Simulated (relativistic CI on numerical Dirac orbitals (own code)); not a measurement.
# Hyperfine structure of Hg¹²⁺, mass number 201

Computed by Dirac-Coulomb-Breit CI, separate exchange-only KLI orbitals for each configuration, a model potential for QED, unscaled Slater integrals (own radial code, finite nucleus).

CI space (outside the closed core [Kr] 4d10): 4f14.5s2.5p6, 4f14.5s2.5p5.5d, 4f14.5s.5p6.5d, 4f14.5s2.5p5.5f, 4f14.5s2.5p5.5g, 4f14.5s2.5p5.6s, 4f13.5s2.5p6.5d, 4f14.5s.5p6.5f, 4f14.5s2.5p5.6p, 4f14.5s.5p6.5g, 4f14.5p6.5d2, 4f14.5p5.5d3, 4f14.5p5.5d2.5f, 4f14.5p5.5d2.5g, 4f14.5p5.5d2.6s, 4f13.5p6.5d3. Double excitations out of closed p, d and f shells are left out; levels of such configurations are missing from the list, as are those of other unlisted configurations, and high levels can miss mixing partners. These lack a partner that the ground configuration has and come out too high: 4f14.5s2.5p5.6p.

Nuclear spin I = 3/2, μ = -0.558 μN, Q = 0.387 b (tables of Stone and Pyykkö). The electronic factors are computed for point nuclear moments, without core polarisation or the Bohr-Weisskopf and QED corrections.

```json
{"Level": "4f14.5s2.5p5.5d 3P°_1", "E (cm⁻¹)": "480126", "A (MHz)": "-1982", "B (MHz)": "2170"}
{"Level": "4f14.5s2.5p5.5d 3F°_3", "E (cm⁻¹)": "494071", "A (MHz)": "-3086", "B (MHz)": "-8340"}
{"Level": "4f14.5s2.5p5.5d 3D°_2", "E (cm⁻¹)": "497859", "A (MHz)": "-2794", "B (MHz)": "-772"}
{"Level": "4f14.5s2.5p5.5d 3F°_4", "E (cm⁻¹)": "507992", "A (MHz)": "-2087", "B (MHz)": "-7980"}
{"Level": "4f14.5s2.5p5.5d 1D°_2", "E (cm⁻¹)": "517286", "A (MHz)": "-1121", "B (MHz)": "5270"}
{"Level": "4f14.5s2.5p5.5d 3D°_3", "E (cm⁻¹)": "535982", "A (MHz)": "-1780", "B (MHz)": "3080"}
{"Level": "4f14.5s2.5p5.5d 3D°_1", "E (cm⁻¹)": "583627", "A (MHz)": "2072", "B (MHz)": "1170"}
{"Level": "4f14.5s2.5p5.5d 3F°_2", "E (cm⁻¹)": "664147", "A (MHz)": "-12660", "B (MHz)": "2700"}
```

Levels with J = 0, under 50 % of one LS term, or S terms without an open s electron are left out. Small factors come from cancelling terms and can be off by tens of per cent or more.

At this charge energies of transitions that change n are usually good to better than 1 %, and those within a shell (Δn = 0) to a few per cent. Levels and lines within the n = 5 or 6 shells can be off by up to 10 % or somewhat more, and those that change n by about 2 %, since core polarisation is missing.

(1) Give the hyperfine levels of 4f14.5s2.5p5.5d 3F°_2 relative to its centre of gravity.

Results:

(1) With K = F(F + 1) − I(I + 1) − J(J + 1), E = AK/2 + B[¾K(K + 1) − I(I + 1)J(J + 1)]/[2I(2I − 1)J(2J − 1)]: F = 1/2: 59330, F = 3/2: 37980, F = 5/2: 4645, F = 7/2: -37310 MHz.

LS names give the leading component of a level, which can be under half, so a name can repeat, a term be missing and a line seem to break the LS rules.
